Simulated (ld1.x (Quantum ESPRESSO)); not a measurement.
**Reading a pseudo-wave (arsenic (As))**

Columns: radius, all-electron u(r) and pseudo u(r) of the 4s shell (level -14.50 eV) of arsenic in the configuration [Ar] 3d10 4s2 4p3; PBEsol, scalar-relativistic, TM semilocal scheme, ld1.x (Quantum ESPRESSO) 7.5.

```
r (bohr)  all-electron   pseudo
   0.090       -0.1481  -0.0202
   0.180       -0.1783  -0.0415
   0.270        0.0944  -0.0654
   0.360        0.3113  -0.0931
   0.450        0.3775  -0.1261
   0.540        0.3195  -0.1660
   0.630        0.1881  -0.2142
   0.720        0.0251  -0.2715
   0.810       -0.1417  -0.3380
   0.900       -0.2966  -0.4120
   0.990       -0.4315  -0.4904
   1.080       -0.5433  -0.5683
   1.170       -0.6319  -0.6401
   1.260       -0.6990  -0.7007
   1.350       -0.7468  -0.7469
   1.440       -0.7779  -0.7778
   1.530       -0.7945  -0.7945
   1.620       -0.7992  -0.7992
   1.710       -0.7941  -0.7941
   1.800       -0.7810  -0.7810
   1.890       -0.7617  -0.7617
   1.980       -0.7375  -0.7375
   2.070       -0.7098  -0.7098
   2.160       -0.6796  -0.6796
   2.250       -0.6478  -0.6478
   2.340       -0.6150  -0.6150
```

(1) How many radial nodes do the two functions have?

(2) At about which radius was the pseudo-wave matched?

(3) Is the pseudo-wave norm-conserving?

Results:

(1) The all-electron 4s function has n − l − 1 = 3 (the table is too coarse to show those close to the nucleus); the pseudo-wave has 0, since the states of the same l below it are removed with the core.

(2) 1.60 bohr. The columns agree to 0.0005 from 1.35 bohr on; several derivatives are matched, so the curves merge somewhat inside the radius.

(3) Yes: the TM semilocal scheme keeps the norm inside the radius equal to the all-electron one, which fixes the energy derivative of the logarithmic derivative at the level.
